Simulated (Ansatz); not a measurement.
`BCBC` and `CBCCO` differ in one atom or group.

Ansatz, PBE0-D4/def2-TZVP geometries, multiplicity 1. Each molecule was computed in one conformer, which needn't be the lowest.

```csv
property,`BCBC`
HOMO–LUMO gap (B3LYP/def2-TZVPP) / eV,6.55
HOMO–LUMO gap (PBE0/def2-TZVPP) / eV,6.95
LUMO energy (PBE0/def2-TZVPP) / eV,-1.73
HOMO energy (PBE/def2-TZVPP) / eV,-7.33
HOMO energy (PBE0/def2-TZVPP) / eV,-8.68
LUMO energy (PBE/def2-TZVPP) / eV,-2.72
```

(1) Give the same properties after the change, and the shifts. (Estimate.)

Answers

(1) Computed: 
```tsv
property	`CBCCO`	shift
HOMO–LUMO gap (B3LYP/def2-TZVPP) / eV	6.40	-0.15
HOMO–LUMO gap (PBE0/def2-TZVPP) / eV	6.86	-0.09
LUMO energy (PBE0/def2-TZVPP) / eV	-0.80	0.93
HOMO energy (PBE/def2-TZVPP) / eV	-6.03	1.30
HOMO energy (PBE0/def2-TZVPP) / eV	-7.66	1.02
LUMO energy (PBE/def2-TZVPP) / eV	-1.82	0.90
```

With PBE0 the HOMO rises by 1.02 eV and the LUMO rises by 0.93 eV, so the gap narrows by about 0.09 eV. PBE moves the HOMO by 1.30 eV and ωB97M-V by 0.90 eV. The zero-point energy changes by 59.5 kJ/mol with +6 modes.

B3LYP here is the variant with VWN-RPA as its local correlation; programs differ in this.
